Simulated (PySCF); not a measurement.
**Structure from 2D NMR**

Compound of formula C5H16N2Si. Correlations simulated from computed shifts and the bond graph:

HSQC (one-bond C–H):
```tsv
δH	δC
2.55	38.9
-0.04	-3.6
```

COSY cross peaks (H two or three bonds apart, from the bond graph; peaks can be absent where the dihedral angle is near 90°):
```tsv
δH	δH
4.81	-0.04
```

HMBC (two and three bonds, from the bond graph):
```tsv
δH	δC
4.81	38.9, -3.6
2.55	38.9
```

How the numbers were obtained: σ from GIAO-PBE0/pcSseg-1, coordinates at the GFN2-xTB level, in PySCF 2.14.0 with density-fitted response routines (gas phase, a single conformation, non-relativistic, equivalent nuclei averaged).

Chemical shifts δ = σref − σ; TMS for ¹H (σ = 31.72 ppm), ¹³C (σ = 186.93 ppm), all at this level.

Exchangeable hydrogens are left out of these lists.

Which molecule is this?

Results:

`InChI=1S/C5H16N2Si/c1-6(2)8(5)7(3)4/h8H,1-5H3`.

Mapped SMILES: `[CH3:1][N:2]([CH3:3])[SiH:4]([CH3:5])[N:6]([CH3:7])[CH3:8]`. Hydrogens are named by the atom that carries them.

- δC 38.9 is C1/C3/C7/C8, a methyl carbon bonded to N (δH 2.55).
- δC -3.6 is C5, a methyl carbon bonded to Si (δH -0.04).
- COSY links 4.81–-0.04.

The shifts were computed for this structure.

Shifts are as computed. Against solution values, carbons near 30 ppm lie about +3 ppm off and those near 130 ppm about +5 ppm. Of 1211 compounds with measured shifts, 218 miss one by over three times the rms of a fit or turn the order of signals round; such compounds aren't used in these exercises.
